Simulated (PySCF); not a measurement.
C5H9F3O2Si.
Atom-mapped SMILES: `[CH3:1][CH2:2][C@@H:3]1[O:4][SiH2:5][O:6][C@H:7]1[C:8]([F:9])([F:10])[F:11]` (hydrogens: H12, H13, H14 on C1; H15, H16 on C2; H17 on C3; H18, H19 on Si5; H20 on C7)

Cartesian coordinates in Å at the GFN2-xTB level; atoms count from 1:
```
atom  x, y, z in Å
C1     2.3892    0.5024   -0.7720
C2     1.4884   -0.6893   -0.4758
C3     0.2744   -0.3052    0.3693
O4    -0.3260   -1.4446    0.9129
Si5   -1.7794   -1.7973    0.2524
O6    -1.8246   -0.4890   -0.7566
C7    -0.8131    0.4099   -0.4791
C8    -1.3911    1.5934    0.2933
F9    -2.3580    2.2228   -0.3814
F10   -1.9088    1.2320    1.4715
F11   -0.4461    2.5157    0.5526
H12    3.2245    0.1926   -1.3940
H13    2.7834    0.9181    0.1520
H14    1.8482    1.2899   -1.2914
H15    1.1350   -1.1495   -1.4012
H16    2.0463   -1.4443    0.0805
H17    0.5911    0.3364    1.2010
H18   -1.7332   -2.9619   -0.6115
H19   -2.7967   -1.7269    1.2833
H20   -0.4085    0.8055   -1.4183
```

IAO charges (e) from the PBE0/pcSseg-1 density (PySCF), one withheld:

| atom | bonded to | charge |
| --- | --- | --- |
| C1 | C2 H12 H13 H14 | -0.4221 |
| C2 | C1 C3 H15 H16 | -0.2634 |
| C3 | C2 O4 C7 H17 | +0.0729 |
| O4 | C3 Si5 | -0.6493 |
| Si5 | O4 O6 H18 H19 | +1.2133 |
| O6 | Si5 C7 | -0.6365 |
| C7 | O6 C8 C3 H20 | ? |
| C8 | C7 F9 F10 F11 | +0.7925 |
| F9 | C8 | -0.2746 |
| F10 | C8 | -0.2773 |
| F11 | C8 | -0.2905 |
| H12 | C1 | +0.1503 |
| H13 | C1 | +0.1432 |
| H14 | C1 | +0.1348 |
| H15 | C2 | +0.1315 |
| H16 | C2 | +0.1502 |
| H17 | C3 | +0.1443 |
| H18 | Si5 | -0.1540 |
| H19 | Si5 | -0.1495 |
| H20 | C7 | +0.1581 |

Problem. What is the charge on C7?

Solution. The charges add up to the total charge, 0. The others sum to -0.0261, which leaves +0.0261 e for C7 (sp3 carbon bound to oxygen); the computed value is +0.0262, the difference coming from rounding.

Problem. Add each hydrogen's charge to the atom that carries it.

Solution. C1 +0.0062, C2 +0.0183, C3 +0.2172, Si5 +0.9098, C7 +0.1843. Atoms without hydrogen keep their charges.

Problem. Across which bond do the charges differ most?

Solution. Si5–O4: +1.2133 on Si5 against -0.6493 on O4, a difference of 1.8626 e. The lower charge is on the more electronegative element of the two (Pauling values: O 3.44, Si 1.90).

Problem. Take the bonds between elements whose Pauling electronegativities differ by more than 0.25. In how many does the more electronegative atom carry the lower charge?

Solution. In 16 of 16.

Problem. How much positive and how much negative charge does this set hold in all?

Solution. +3.1173 e on 11 atoms and -3.1172 e on 9.

The IAO scheme projects the occupied orbitals on a minimal set of polarised atomic orbitals and counts the electrons in each atom's part of it. One conformer (not necessarily the lowest) at the GFN2-xTB geometry, without solvent, vibrations or thermal averaging.
